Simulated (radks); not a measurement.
Q: Method: scalar-relativistic Kohn-Sham, PBEsol, spin-polarised, spherical densities, finite nucleus; open shells are filled with parallel spins first (spin-orbit coupling, left out, can overturn this in heavy ions); Fermi nuclear charge, rms radius of each element as measured or else 0.836 A^(1/3) + 0.57 fm; computed with a radial shooting solver on a logarithmic mesh with Libxc functionals. Each species is in its NIST ground configuration. Rank W4+, Lu4+, Hg4+, Au4+, Re4+, Ir4+, Ta4+, Os4+, Pt4+, Hf4+ by Delta-SCF ionisation energy (eV), largest first.

A: Hf4+ 69.560, Lu4+ 68.630, Hg4+ 63.897, Au4+ 60.918, Ir4+ 59.209, Pt4+ 57.816, Os4+ 56.463, Re4+ 53.658, W4+ 50.774, Ta4+ 47.785.
